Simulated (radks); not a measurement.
Results of a calculation; reference values are marked as such.
Excited configurations of Al3+: one electron is placed in a higher orbital outside [He] 2s2 2p5. The ground configuration is [Ne]. Code: a radial shooting solver on a logarithmic mesh with Libxc functionals. Model: Dirac Kohn-Sham, LDA (Slater exchange, Perdew-Wang correlation), spin-unpolarised, spherical densities, finite nucleus; open shells fill j = l - 1/2 first; Fermi nuclear charge, rms radius 3.061 fm. Excitation = E - E(ground); binding = E(ion) - E, where the ion is the core of charge +4; n* = 4/sqrt(2 binding) in atomic units, and the quantum defect is n - n*.

outer orbital  excitation (eV)  binding (eV)  eigenvalue (eV)  <r> (bohr)
3s1/2                   77.751        43.283          -38.109       1.917
3p1/2                   85.487        35.547          -30.848       2.092
4s1/2                   100.17        20.859          -18.553       3.958
4p1/2                   102.84        18.195          -16.077       4.303
5s1/2                   108.74        12.294          -11.010       6.725
5p1/2                   109.96        11.074           -9.883       7.236
5f5/2                   112.19         8.844           -7.762       7.808
6s1/2                   112.92         8.114           -7.303       10.22
6p1/2                   113.58         7.455           -6.697       10.90
6d3/2                   114.49         6.546           -5.853       11.94
7p1/2                   115.67         5.365           -4.841       15.29
7f5/2                   116.43         4.606           -4.129       16.58

The Delta-SCF ionisation energy is 121.03 eV (NIST Atomic Spectra Database: 119.99 eV, measured). Self-interaction in the functional shifts the binding energies and quantum defects, so they are the method's values and not measured ones. Spin polarisation and multiplet splitting are left out, so open shells lie too high by an amount that depends on their filling.

Beside tabulated values, note that spin-unpolarised runs miss the spin-polarisation part of the exchange energy of open shells.
